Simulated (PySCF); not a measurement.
This PySCF input asks for the NMR shieldings of SMILES [H][Be][CH3], CH₄Be; the geometry comes from PBE0-D3(BJ)/def2-SVP.

```python
import basis_set_exchange as bse
import numpy as np
from pyscf import gto, dft
from pyscf.prop import nmr

atoms = """
Be   -0.005964    0.003548   -1.105137
C     0.002408   -0.000806    0.573111
H    -0.443118    0.916646    0.998542
H     1.024946   -0.074113    0.986018
H    -0.566988   -0.850193    0.992299
H    -0.011284    0.004909   -2.444843
"""
names = dict.fromkeys(["Be", "C", "H"], "pcSseg-1")
basis = {el: gto.basis.parse(bse.get_basis(n, elements=[el], fmt="nwchem")) for el, n in names.items()}
mol = gto.M(atom=atoms, basis=basis, charge=0, verbose=0)
mf = dft.RKS(mol, xc="PBE0")
mf.grids.level = 2
mf.grids.alignment = dft.numint.BLKSIZE   # the property module wants whole blocks of grid points
mf.conv_tol = 1e-9
mf.kernel()

calc = nmr.RKS(mf)   # GIAO
C = mf.mo_coeff
Co = C[:, mf.mo_occ > 0]
resp = mf.gen_response(singlet=True, hermi=2)
def vind(x):   # induced exchange potential for any number of trial vectors
    d = np.einsum("pi,xij,qj->xpq", C, 2 * x.reshape(-1, C.shape[1], Co.shape[1]), Co, optimize=True)
    return np.einsum("xpq,pi,qj->xij", resp(d - d.transpose(0, 2, 1)), C, Co, optimize=True).ravel()
mo1, _ = nmr.rhf.solve_mo1(calc, with_cphf=vind)
sigma = calc.kernel(mo1)
for i, s in enumerate(sigma):   # ppm
    w = np.linalg.eigvalsh((s + s.T) / 2)
    print("%2d %-2s iso %8.1f  s11 %8.1f  s22 %8.1f  s33 %8.1f" % (i, mol.atom_pure_symbol(i), w.mean(), *w))
```

Q: Give the expected output.

A: 
```
 0 Be iso     77.6  s11     39.6  s22     39.6  s33    153.6
 1 C  iso    192.9  s11    188.8  s22    188.9  s33    201.1
 2 H  iso     31.7  s11     28.3  s22     28.6  s33     38.1
 3 H  iso     31.7  s11     28.3  s22     28.6  s33     38.1
 4 H  iso     31.7  s11     28.3  s22     28.6  s33     38.1
 5 H  iso     27.9  s11     25.9  s22     25.9  s33     32.1
```

These numbers come from an equivalent density-fitted implementation of the same equations, which agrees with the script to about 0.01 ppm for H and up to a few tenths of a ppm for heavy atoms, so last digits may differ.

Q: Turn these shieldings into chemical shifts. Shifts are taken against calculated references (same method and geometry level): TMS for ¹³C (σ = 184.41 ppm) and ¹H (σ = 31.27 ppm).

A: Averaging equivalent atoms: C 1: -8.5; H 5: 3.33; H 2/3/4: -0.42 ppm. No reference was computed at this level for Be. 

Size and cost of the density-fitted run: 49 basis functions, 2.1 s wall time on 1 thread of an x86-64 server CPU, shared host.
